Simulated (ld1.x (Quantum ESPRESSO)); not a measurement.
**Nd (Z = 60): excitation energies, all-electron against TM**

```json
{
  "Element": "neodymium (Nd)",
  "Generator": "ld1.x (Quantum ESPRESSO) 7.5",
  "Type": "norm-conserving Troullier–Martins (Kleinman–Bylander form)",
  "Functional": "PBE",
  "Relativity": "scalar-relativistic",
  "Frozen core": "[Xe]",
  "Valence charge": "6",
  "Reference configuration": "4f4 5d0 6s0 6p0 (charge +2)",
  "Partial waves": "6s (bound, empty): rc 3.25 bohr; 5d (bound, empty): rc 2.35 bohr; 4f (bound): rc 1.70 bohr; 6p (bound, empty): rc 3.45 bohr",
  "Local potential": "the p channel",
  "Core correction": "a·sin(br)/r model core inside 1.10 bohr"
}
```

Energies are relative to the spin-unpolarised reference configuration 4f4 5d0 6s0 6p0; without spin polarisation the order of configurations can differ from experiment. Not all tests gave a result: 2 of 7 tests not solved or not reliable. Left out of the table: 4f3 5d0 6s2 6p0 (solver errors, printed error -1.8 eV); 4f4 5d0 6s1.5 6p0 (solver errors, printed error -61 meV). The frozen-core shift is the all-electron ΔE with the core orbitals held at their reference shape minus the fully relaxed ΔE.

| valence configuration | charge | ΔE all-electron (eV) | error AE − PS (meV) | frozen-core shift (meV) |
| --- | --- | --- | --- | --- |
| 4f4 5d0 6s1 6p0 | +1 | -10.787 | -29 | +18 |
| 4f3 5d0 6s0 6p0 | +3 | 22.449 | -1886 | +1506 |
| 4f4 5d0 6s0 6p1 | +1 | -7.813 | +9.0 | +3.5 |
| 4f3 5d1 6s2 6p0 | 0 | -14.748 | -1056 | +507 |

Problem. What are ΔE and the potential's error for 4f4 5d0 6s2 6p0?

Solution. ΔE = -16.585 eV all-electron; the error (AE − PS) is -94 meV.

These tests converged, but a pseudo level misses the all-electron one widely, so the file describes the atom poorly there or has found another state: 4f3 5d0 6s0 6p0: 4f by 3.8 eV (a node warning on the way); 4f3 5d1 6s2 6p0: 4f by 2.5 eV.

Note: ghost state, extra bound levels that the all-electron valence spectrum of the same l lacks: s at -28.8 eV. A true bound ghost makes a file unfit for plane-wave use.
